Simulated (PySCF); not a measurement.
An EPR job on `C=NC1=CO[CH]C1` [radical].

Method: UKS B3LYP, pcH-1 on C H N O, non-relativistic, mean-field spin-orbit, GIAO (PySCF 2.14.0). Geometry: GFN2-xTB. The command runs a driver script over a list of jobs; the input below is this job's line of settings and its coordinates in Å.

Command:
```bash
OMP_NUM_THREADS=1 python probes_run.py task.json out
```

Input:
```
{"job": {"kind": "epr", "basis": "pcH-1"}, "charge": 0, "multiplicity": 2}
C      2.309619    -0.349433     0.169362
N      1.566399     0.568979    -0.309991
C      0.226410     0.452164    -0.396440
C     -0.595135     1.416531    -0.907160
O     -1.886050     1.058999    -0.881478
C     -1.987575    -0.166427    -0.352942
C     -0.662072    -0.712253     0.023413
H      3.371261    -0.164112     0.199542
H      1.958993    -1.309913     0.551162
H     -0.354788     2.380857    -1.308172
H     -2.961539    -0.596197    -0.252780
H     -0.410449    -1.640584    -0.510026
H     -0.579461    -0.938124     1.096533
```

Output:
```
UKS, coarse grid
  cycle   1  E = -323.97101248  |g| = 3.50e-01
  cycle   2  E = -323.92862139  |g| = 4.96e-01
  cycle   3  E = -324.02129202  |g| = 8.82e-02
  cycle   4  E = -324.02375552  |g| = 4.37e-02
  cycle   5  E = -324.02465523  |g| = 1.84e-02
  cycle   6  E = -324.02485901  |g| = 6.75e-03
  cycle   7  E = -324.02489344  |g| = 2.77e-03
  cycle   8  E = -324.02489790  |g| = 2.10e-03
  cycle   9  E = -324.02490060  |g| = 4.64e-04
UKS, final grid
  cycle   1  E = -324.02484243  |g| = 6.55e-04
  cycle   2  E = -324.02484212  |g| = 1.21e-03
  cycle   3  E = -324.02484278  |g| = 1.96e-04
  cycle   4  E = -324.02484283  |g| = 1.13e-04
  cycle   5  E = -324.02484291  |g| = 1.02e-04
  cycle   6  E = -324.02484292  |g| = 1.79e-05
E = -324.02484292 Eh   <S^2> = 0.7615 (exact 0.7500)
g shifts (ppm)      1          2          3
  rmc          -166       -166       -166
  gc             -6         36         26
  oz_so         -29        435       1514
  total        -201        305       1375
hyperfine (MHz)  atom isotope    a_iso     a_fc   dipolar eigenvalues
    0   13C       8.98       8.98     -8.56     -7.37     15.93
    1   14N      -2.32      -2.32     -2.49      1.12      1.37
    2   13C      12.99      12.99     -9.83     -6.90     16.73
    3   13C      -8.80      -8.80     -9.65      3.42      6.22
    4   17O     -10.12     -10.12    -36.66     17.35     19.31
    5   13C      82.02      82.02    -74.95    -72.89    147.85
    6   13C     -39.57     -39.57     -1.52     -0.09      1.61
    7    1H      -7.04      -7.04     -4.42     -0.34      4.76
    8    1H      -6.71      -6.71     -1.55     -0.79      2.33
    9    1H       0.93       0.93     -2.58     -1.57      4.14
   10    1H     -62.20     -62.20    -35.15      0.08     35.07
   11    1H     150.67     150.67     -4.42     -2.89      7.32
   12    1H     149.25     149.25     -4.42     -2.84      7.27
```

rmc, gc and oz_so are the mass-correction, gauge-correction and orbital-Zeeman/spin–orbit parts of the g shift along its three principal axes; a_iso is the isotropic hyperfine coupling and a_fc its Fermi-contact part. Atoms in this output count from 0.

Task: How far is ⟨S²⟩ from the pure-spin value?

Result: S = 0.5 gives S(S+1) = 0.75; the run has 0.7615, 0.0115 more.

Main results: ⟨S²⟩ 0.761; g_iso 2.0028.

The structure is a single GFN2-xTB conformer in the gas phase; no vibrational or solvent corrections.

Time: 42 s wall (with the writing of density and orbital grids); peak memory 0.85 GiB. Hardware: an Arm Neoverse V2 with one thread (shared host).
Labels such as C1 count atoms from 1, the log's own numbers from 0.
